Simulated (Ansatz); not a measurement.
The cluster PtS₂. The state is a quintet with charge 0. Geometry r2SCAN-D4/def2-TZVP; atoms count from 1.

```xyz
3

Pt   -0.230    0.347   -0.440
S     1.161   -1.166   -1.108
S    -0.932    0.818    1.549
```

In the def2 sets Pt takes a core potential; there is no spin–orbit coupling. At PBE0-D4/def2-TZVP a broken-symmetry singlet of charge 0 lies 0.80 eV below the quintet, each at its own geometry. The structure comes from a short search, and lower isomers may exist.

(1) Estimate the Mulliken populations from the PBE0/def2-TZVP orbitals of Ansatz.

(2) Where does the spin sit?

(3) And the Mayer bond orders between bonded heavy atoms (over 0.3)?

## Answers

(1) 
| atom | charge (e) | spin (α − β) | d electrons |
| --- | --- | --- | --- |
| Pt1 | 0.38 | 1.15 | 8.52 |
| S2 | -0.19 | 1.42 | – |
| S3 | -0.19 | 1.42 | – |
Mulliken values and Mayer orders depend strongly on the basis.

(2) Summed by element: Pt 1.15, S 2.85, of 4 unpaired in all. Largest on single atoms: S2 1.42, S3 1.42, Pt1 1.15.

(3) Pt1–S2 1.53 (2.16 Å); Pt1–S3 1.53 (2.16 Å).
